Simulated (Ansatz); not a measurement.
Geometry optimisation, Ansatz, RKS PBE/def2-SVP.

Input file:

```yaml
crystal:
  periodic: [false, false, false]
  atoms:
    - { symbol: Ge, position_ang: [-1.159823, 0.120447, -0.161964] }
    - { symbol: H, position_ang: [-0.418638, -1.199441, -0.245008] }
    - { symbol: F, position_ang: [-1.75078, 0.716365, -1.676138] }
    - { symbol: F, position_ang: [-0.069747, 1.383302, 0.423929] }
    - { symbol: F, position_ang: [-2.496533, 0.131665, 0.934282] }
    - { symbol: H, position_ang: [1.465116, 0.695683, -0.088264] }
    - { symbol: F, position_ang: [1.846449, 0.190679, -0.769541] }
    - { symbol: H, position_ang: [1.412932, -1.01176, 0.345656] }
    - { symbol: F, position_ang: [1.171022, -1.027041, 1.237048] }
basis:
  gaussian: { orbitals: def2-SVP }
hamiltonian:
  xc: pbe
relax:
  f_tol: 0.03
  max_steps: 50
```

Command:

```bash
$ ansatz run input.yaml --threads 2 --pin off --max-ram 3072MiB --backend cpu --events-out ev --progress --plain --runs-dir out
```

Q: Where does it end, and by what steps?

A: It converged. The force dipped under the threshold on the way, but the program's further checks kept it going. After 22 steps the energy has fallen by 0.507 eV; F7 moved furthest, 1.55 Å.

```json
{"step": "0", "energy less start (eV)": "0.0000", "largest force component (eV/Å)": "1.532", "accepted": "yes"}
{"step": "1", "energy less start (eV)": "-0.1709", "largest force component (eV/Å)": "0.716", "accepted": "yes"}
{"step": "2", "energy less start (eV)": "-0.1721", "largest force component (eV/Å)": "1.578", "accepted": "yes"}
{"step": "3", "energy less start (eV)": "-0.2744", "largest force component (eV/Å)": "0.471", "accepted": "yes"}
{"step": "4", "energy less start (eV)": "-0.3041", "largest force component (eV/Å)": "0.316", "accepted": "yes"}
{"step": "5", "energy less start (eV)": "-0.3288", "largest force component (eV/Å)": "0.538", "accepted": "yes"}
{"step": "6", "energy less start (eV)": "-0.3628", "largest force component (eV/Å)": "0.542", "accepted": "yes"}
{"step": "7", "energy less start (eV)": "-0.4274", "largest force component (eV/Å)": "0.342", "accepted": "yes"}
{"step": "8", "energy less start (eV)": "-0.4411", "largest force component (eV/Å)": "0.172", "accepted": "yes"}
{"step": "9", "energy less start (eV)": "-0.4499", "largest force component (eV/Å)": "0.052", "accepted": "yes"}
{"step": "10", "energy less start (eV)": "-0.4570", "largest force component (eV/Å)": "0.141", "accepted": "yes"}
{"step": "11", "energy less start (eV)": "-0.4563", "largest force component (eV/Å)": "0.581", "accepted": "no"}
{"step": "12", "energy less start (eV)": "-0.4609", "largest force component (eV/Å)": "0.107", "accepted": "yes"}
{"step": "13", "energy less start (eV)": "-0.4694", "largest force component (eV/Å)": "0.072", "accepted": "yes"}
{"step": "14", "energy less start (eV)": "-0.4732", "largest force component (eV/Å)": "0.386", "accepted": "yes"}
{"step": "15", "energy less start (eV)": "-0.4807", "largest force component (eV/Å)": "0.234", "accepted": "yes"}
{"step": "16", "energy less start (eV)": "-0.4968", "largest force component (eV/Å)": "0.113", "accepted": "yes"}
{"step": "17", "energy less start (eV)": "-0.5039", "largest force component (eV/Å)": "0.069", "accepted": "yes"}
{"step": "18", "energy less start (eV)": "-0.4897", "largest force component (eV/Å)": "0.518", "accepted": "no"}
{"step": "19", "energy less start (eV)": "-0.5061", "largest force component (eV/Å)": "0.015", "accepted": "yes"}
{"step": "20", "energy less start (eV)": "-0.5062", "largest force component (eV/Å)": "0.069", "accepted": "yes"}
{"step": "21", "energy less start (eV)": "-0.5063", "largest force component (eV/Å)": "0.031", "accepted": "yes"}
{"step": "22", "energy less start (eV)": "-0.5066", "largest force component (eV/Å)": "0.013", "accepted": "yes"}
```

```xyz
9
Properties=species:S:1:pos:R:3
Ge -1.113 -0.107 -0.354
H -1.292 -1.532 -0.869
F -2.374 0.850 -1.082
F 0.291 0.826 -0.968
F -1.273 0.299 1.322
H 1.530 0.950 -0.032
F 2.126 0.666 0.679
H 1.391 -0.637 0.758
F 0.715 -1.316 0.546
```

Run time: 49 s on 2 threads of Arm Neoverse V1, with other jobs on the host, peak memory 0.16 GiB.
